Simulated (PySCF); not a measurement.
Computed spin Hamiltonian

C3H8FSi2 (doublet state).
Z-matrix (Å and degrees, GFN2-xTB geometry), rows numbered from 1:
```
C 
C   1  1.2906
Si  2  1.8291  1  159.64
C   3  1.9238  2  104.46  1  -115.36
F   4  1.4052  3  107.23  2   179.27
Si  4  1.9135  3  117.86  2   -58.80
H   1  1.0888  2  124.02  3     1.16
H   1  1.0853  2  122.48  3  -179.01
H   3  1.4732  2  116.05  1     2.75
H   3  1.4649  2  109.10  1   127.41
H   4  1.0965  3  109.40  2    66.60
H   6  1.4631  4  108.56  3  -174.00
H   6  1.4636  4  106.69  3    66.37
H   6  1.4620  4  109.17  3   -54.10
```

The hyperfine couplings belong to this conformer and change with its torsions.

Identity: `C=[C][SiH2][C@@H](F)[SiH3]` [radical].

Computed, not measured: UKS B3LYP, pcH-1 on C F H Si, non-relativistic, mean-field spin-orbit, GIAO (PySCF 2.14.0). Geometry: GFN2-xTB, one conformer, isolated molecule. Couplings are sensitive to structure, and on GFN2-xTB geometries they can be far from those on DFT ones. The SCF solution wasn't tested for stability.

| Item | Value |
| --- | --- |
| g1, g2, g3 | 2.00173, 2.00208, 2.00294 |
| g_iso | 2.00225 |
| Form of g | rhombic: the two nearest values differ by 29 % of g3 − g1 |
| ⟨S²⟩ | 0.7581 (exact 0.7500) |
| α and β electrons | 32, 31 |
| HOMO–LUMO gap, α and β orbitals | 5.32, 5.05 eV |
| Total energy | -797.89082 Eh |
| Basis functions | 250 |

Hyperfine couplings atom by atom, in mT; T1 to T3 are the principal values of the dipolar part (MHz turned into mT with g_iso):

```tsv
atom	isotope	a_iso	of which spin–orbit	T1	T2	T3	Mulliken spin population
C1	13C	-1.72	0.00	-0.56	0.12	0.43	-0.18
C2	13C	4.58	-0.01	-2.80	-2.19	4.99	0.98
Si3	29Si	0.43	0.00	-0.18	-0.01	0.18	-0.02
C4	13C	0.17	0.00	-0.03	-0.02	0.06	0.00
F5	19F	-0.12	0.00	-0.10	-0.04	0.13	0.00
Si6	29Si	-0.09	0.00	-0.02	0.01	0.02	0.00
H7	1H	6.78	0.00	-0.16	-0.09	0.25	0.08
H8	1H	5.79	0.00	-0.20	-0.14	0.34	0.07
H9	1H	3.55	0.00	-0.13	-0.04	0.17	0.06
H10	1H	0.56	0.00	-0.14	-0.09	0.22	0.01
H11	1H	0.05	0.00	-0.07	-0.07	0.14	0.00
H12	1H	0.07	0.00	-0.02	-0.02	0.04	0.00
H13	1H	0.14	0.00	-0.09	-0.08	0.16	0.00
H14	1H	0.00	0.00	-0.04	-0.04	0.08	0.00
```

The Mulliken spin populations are largest on C2 (+0.98), C1 (-0.18), H7 (+0.08) and H8 (+0.07). C2 is the only atom above +0.15.

Axes: g1 points within 1° of the C1–C2 bond.

Under fast tumbling the dipolar parts average out, and these isotropic splittings remain (the largest six): 1 × 1H (H7, I = 1/2, 2 lines) with 6.78 mT, 1 × 1H (H8, I = 1/2, 2 lines) with 5.79 mT, 1 × 1H (H9, I = 1/2, 2 lines) with 3.55 mT, 1 × 1H (H10, I = 1/2, 2 lines) with 0.56 mT, 1 × 19F (F5, I = 1/2, 2 lines) with 0.12 mT and 3 × 1H (H12/H13/H14, I = 1/2, 4 lines) with 0.07 mT.

Nuclei that the bonding pattern makes equivalent are averaged, as if the motion that swaps them (rotation, inversion, ring flip) were fast.

The 29Si coupling of Si3 (12.1 MHz) shows only in satellite lines or after enrichment, since that isotope makes up about 4.7 % of natural silicon.

The 13C coupling of C2 (128.3 MHz) shows only in satellite lines or after enrichment, since that isotope makes up about 1.07 % of natural carbon.

Time: 42 s (grids of density and orbitals included); peak memory 0.87 GiB. Hardware: one thread of an Intel Xeon 6975P-C, no GPU, on a shared host.
